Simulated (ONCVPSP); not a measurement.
# Varying the ONCV potential for beryllium (Be)

Base potential:

- Element: beryllium (Be)
- Generator: ONCVPSP 4.0.1
- Type: optimised norm-conserving Vanderbilt (ONCV)
- Functional: BLYP
- Relativity: scalar-relativistic
- Frozen core: [He]
- Valence charge: 2
- Reference configuration: 2s2
- Partial waves: 2s: rc 1.90 bohr, ncon 4, nbas 9, qcut 2.7 1/bohr, 2 projectors, debl 3 Ha; p scattering state at 0.26 Ha: rc 1.50 bohr, ncon 4, nbas 9, qcut 5.2 1/bohr, 3 projectors, debl 2 Ha
- Local potential: polynomial inside 1.15 bohr (lpopt 5, dvloc0 -1 Ha)
- Core correction: Teter function, fcfact 3.75, rcfact 1.2

In the p channel the program set the typed energies aside and used 0.050, 2.050, 4.050 Ha.

All-electron outer shells of the reference configuration (BLYP, scalar-relativistic, ld1.x):

```csv
shell,level (eV),outermost node (bohr),outermost maximum (bohr)
1s,-106.58,–,0.27
2s,-5.47,0.59,2.02
```

Cutoffs, loose and tight: the cutoffs (Ha) at which the residual kinetic energy of the hardest occupied pseudo-wave falls to 1 and 0.1 mHa per electron. They do not see the model core or the augmentation charge, which bear on the density cutoff. Test errors are all-electron minus pseudo excitation energies from the reference, over the configurations 2s1; 2s1.5; 2s1 2p1; 2s0 2p2. A dash means not determined; rows that change the core or the reference have their own tests.

For the base: The cutoffs count occupied waves only; projector 2 of the s channel, the hardest unoccupied one, needs 42 Ha at the loose tolerance.

```csv
change,outcome,"cutoff, loose","cutoff, tight",bound ghosts,GHOST(+) flags above zero,largest test error (meV)
base,"generated, projector energies reset by the program",8.4 Ha,56 Ha,none,none,+36
p: qcut 3,"generated, projector energies reset by the program",8.4 Ha,56 Ha,none,none,+45
p: qcut 3.6,"generated, projector energies reset by the program",8.4 Ha,56 Ha,none,none,+42
p: qcut 4.2,"generated, projector energies reset by the program",8.4 Ha,56 Ha,none,none,+40
p: qcut 4.7,"generated, projector energies reset by the program",8.4 Ha,56 Ha,none,none,+38
p: qcut 5.8,"generated, projector energies reset by the program",8.4 Ha,56 Ha,none,none,+35
p: qcut 6.3,"generated, projector energies reset by the program",8.4 Ha,56 Ha,none,none,+33
p: qcut 6.7,"generated, projector energies reset by the program",8.4 Ha,56 Ha,none,none,+33
p: qcut 7.1,"generated, projector energies reset by the program",8.4 Ha,56 Ha,none,none,+33
p: qcut 7.8,"generated, projector energies reset by the program",8.4 Ha,56 Ha,none,none,+32
```

Reading the sweep of the qcut of the p channel (base included, trends over the rows without a ghost): The loose cutoff stays near 8.4 Ha. The median size of the test errors (rows with all tests solved) stays near 10.3 meV.
